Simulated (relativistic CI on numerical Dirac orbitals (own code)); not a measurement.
**Crystal-field levels of Pt⁵⁺, 5d5**

Calculated by Dirac-Coulomb-Breit CI, orbitals from a KLI potential per configuration, QED by a radiative potential, valence Slater integrals scaled by 0.75, one configuration in a parametric crystal field (own radial code).

Field parameters in Wybourne normalisation: D4h B²₀ = −7Ds, B⁴₀ = 21(Dq − Dt), B⁴₄ = 21√(5/14) Dq. The field is a parameter set, without covalency.

S is read from ⟨S²⟩ = S(S + 1).

Levels (cm⁻¹, degeneracy): 0 (2), 9941 (2), 11173 (2), 27968 (2), 29692 (2), 32293 (2), 33938 (2), 35546 (2), 36182 (2), 39331 (2), 39809 (2), 40025 (2).

(1) Which field gives this pattern?
A. D4h, 10Dq = 38550, Ds = 140, Dt = -350 cm⁻¹
B. D4h, 10Dq = 38550, Ds = -680, Dt = -350 cm⁻¹
C. D4h, 10Dq = 38550, Ds = -1090, Dt = -350 cm⁻¹
D. D4h, 10Dq = 38550, Ds = 950, Dt = -350 cm⁻¹

## Answers

(1) A. D4h, 10Dq = 38550, Ds = 140, Dt = -350 cm⁻¹, ground level with S = 0.63.
